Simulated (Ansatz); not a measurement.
A run for Ansatz (a program for electronic structure): R-wB97M-V/def2-TZVPP on HCl (SMILES Cl).

Ansatz 0.2 input:
```yaml
crystal:
  periodic: [false, false, false]
  atoms:
    - {symbol: Cl, position_ang: [-0.00000000, -0.00000000, 0.64100645]}
    - {symbol: H, position_ang: [0.00000000, 0.00000000, -0.64100645]}
basis:
  gaussian:
    orbitals: def2-TZVPP
hamiltonian:
  xc: {name: wB97M-V}
scf: {lower_state_search: off}
```

The log:

```
WARN ansatz: RAYON_NUM_THREADS=4 ignored (pool sized by the plan → 4); use --threads N
Functional definition: wB97M-V
these checks for a lower state are left out or cut short: stability, starts, cluster_reference, orbital_swaps, neighbouring_geometries, increment
integrals: 0.01 GiB planned
369 factors; their error is unknown
integrals: 0.05 GiB planned
62 factors; integrals over basis functions are off by at most 9.0e-5 eV
mean field: 0.18 GiB planned
mean field evaluation 1: about -12538.4137 eV, gradient 9.9e0 eV
mean field evaluation 2: about -12538.6416 eV, gradient 6.7e0 eV
mean field evaluation 4: about -12538.7202 eV, gradient 1.5e-1 eV
mean field evaluation 8: about -12538.7381 eV, gradient 1.8e-2 eV
mean field -12538.73805913 eV, -460.7901246113 hartree, gradient 5.8e-6 eV, S^2 0.000000; 0 other end points of the search recorded, 0 dependent functions left out
reference -12538.73808220 eV, -460.7901254590 hartree; 9, 9 occupied and 47, 47 virtual orbitals, 369 factors
Total energy: -12538.73808220 eV, -460.7901254590 hartree
Checks for a lower state left out: stability, starts, cluster_reference, orbital_swaps, neighbouring_geometries, increment
```

The run converged.

Cost: roughly 0.9 core-seconds.
